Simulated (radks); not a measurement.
All-electron atom: the gallium ion Ga24+ in [He] 2s2 2p3. Method: Dirac Kohn-Sham, PBE, spin-unpolarised, spherical densities, point nucleus; open shells fill j = l - 1/2 first; computed with a radial shooting solver on a logarithmic mesh with Libxc functionals. Some entries of the table are withheld. Estimate them.

orbital  occ.  eigenvalue (Ry)  <r^2> (bohr^2)
1s1/2       2              (1)             (2)
2s1/2       2        -180.7622             (3)
2p1/2       2              (4)             (5)
2p3/2       1              (6)             (7)

Answer. 
(1) 1s1/2 eigenvalue (Ry): -855.0366
(2) 1s1/2 <r^2> (bohr^2): 0.003156
(3) 2s1/2 <r^2> (bohr^2): 0.04997
(4) 2p1/2 eigenvalue (Ry): -173.0632
(5) 2p1/2 <r^2> (bohr^2): 0.03767
(6) 2p3/2 eigenvalue (Ry): -170.7211
(7) 2p3/2 <r^2> (bohr^2): 0.03887
